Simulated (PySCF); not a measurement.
**Continuum solvent and chemical shifts**

Molfile (atoms numbered from 1):
```
C8H11NS
     RDKit          3D

 21 22  0  0  0  0  0  0  0  0999 V2000
    3.2902    0.9934   -0.4240 C   0  0  0  0  0  0  0  0  0  0  0  0
    1.9882    0.8845   -0.8305 C   0  0  0  0  0  0  0  0  0  0  0  0
    1.2096    0.0342    0.0274 C   0  0  0  0  0  0  0  0  0  0  0  0
   -0.1183   -0.2280   -0.1718 N   0  0  0  0  0  0  0  0  0  0  0  0
   -0.8668    0.2184   -1.3247 C   0  0  0  0  0  0  0  0  0  0  0  0
   -2.1653   -0.5793   -1.2291 C   0  0  0  0  0  0  0  0  0  0  0  0
   -2.3303   -0.8021    0.2721 C   0  0  0  0  0  0  0  0  0  0  0  0
   -0.8971   -1.0227    0.7447 C   0  0  0  0  0  0  0  0  0  0  0  0
    1.9740   -0.4728    1.0658 C   0  0  0  0  0  0  0  0  0  0  0  0
    3.6019    0.0844    0.9918 S   0  0  0  0  0  0  0  0  0  0  0  0
    4.0823    1.5777   -0.8903 H   0  0  0  0  0  0  0  0  0  0  0  0
    1.5891    1.3996   -1.7042 H   0  0  0  0  0  0  0  0  0  0  0  0
   -0.3251    0.0125   -2.2647 H   0  0  0  0  0  0  0  0  0  0  0  0
   -1.0578    1.3108   -1.2945 H   0  0  0  0  0  0  0  0  0  0  0  0
   -3.0180   -0.0610   -1.6906 H   0  0  0  0  0  0  0  0  0  0  0  0
   -2.0466   -1.5471   -1.7430 H   0  0  0  0  0  0  0  0  0  0  0  0
   -2.7446    0.1032    0.7452 H   0  0  0  0  0  0  0  0  0  0  0  0
   -2.9963   -1.6411    0.5195 H   0  0  0  0  0  0  0  0  0  0  0  0
   -0.7404   -0.6933    1.7877 H   0  0  0  0  0  0  0  0  0  0  0  0
   -0.6114   -2.0949    0.7010 H   0  0  0  0  0  0  0  0  0  0  0  0
    1.6632   -1.1510    1.8566 H   0  0  0  0  0  0  0  0  0  0  0  0
  1  2  2  0
  2  3  1  0
  3  4  1  0
  4  5  1  0
  5  6  1  0
  6  7  1  0
  7  8  1  0
  3  9  2  0
  9 10  1  0
 10  1  1  0
  8  4  1  0
  1 11  1  0
  2 12  1  0
  5 13  1  0
  5 14  1  0
  6 15  1  0
  6 16  1  0
  7 17  1  0
  7 18  1  0
  8 19  1  0
  8 20  1  0
  9 21  1  0
M  END
```

GIAO PBE0/pcSseg-1 in PySCF 2.14.0 with density-fitted response routines on one PBE0-D3(BJ)/def2-SVP conformer, non-relativistic, equivalent nuclei averaged. Solvents enter as an IEF-PCM continuum (cyclohexane with ε = 2.0, chloroform with ε = 4.7) around the gas-phase geometry. Shifts are referred to TMS, CS2 computed in the same medium.

Gas phase, δ in ppm: C3 149.7, C1 132.7, C2 120.3, C9 96.1, C5/C8 49.2, C6/C7 28.8, S10 183.1, H11 6.99, H12 6.52, H21 5.35, H13/H14/H19/H20 3.16, H15/H16/H17/H18 1.88. Dipole moment 2.54 D.

(1) How does each δ change in the continuum?

(2) Which nuclei move most (in ppm), and what does the model miss?

Answers

(1) 
```tsv
atoms	environment	Δδ, cyclohexane	Δδ, chloroform
C3	aromatic carbon bearing nitrogen	+0.9	+1.7
C1	aromatic CH next to the ring sulfur	+0.5	+1.0
C2	aromatic CH	+1.1	+2.0
C9	aromatic CH next to the ring sulfur	-0.8	-1.5
C5/C8	sp3 CH2 bonded to N	+0.4	+0.8
C6/C7	sp3 CH2 in a ring	+0.3	+0.5
S10	aromatic ring sulfur	-5.8	-10.3
H11	hydrogen on an aromatic CH next to the ring sulfur	+0.10	+0.19
H12	hydrogen on an aromatic CH	+0.10	+0.20
H21	hydrogen on an aromatic CH next to the ring sulfur	+0.04	+0.07
H13/H14/H19/H20	hydrogen on an sp3 CH2 bonded to N	+0.01	+0.02
H15/H16/H17/H18	hydrogen on an sp3 CH2 in a ring	+0.04	+0.06
```

Changes are relative to the gas phase. The dipole moment becomes 2.87 D in cyclohexane, 3.12 D in chloroform.

(2) S10 (aromatic ring sulfur, -10.3 ppm) in chloroform. A continuum only polarises the solute; specific hydrogen bonds, the anisotropy of aromatic solvents and changes of geometry or conformer are outside it.
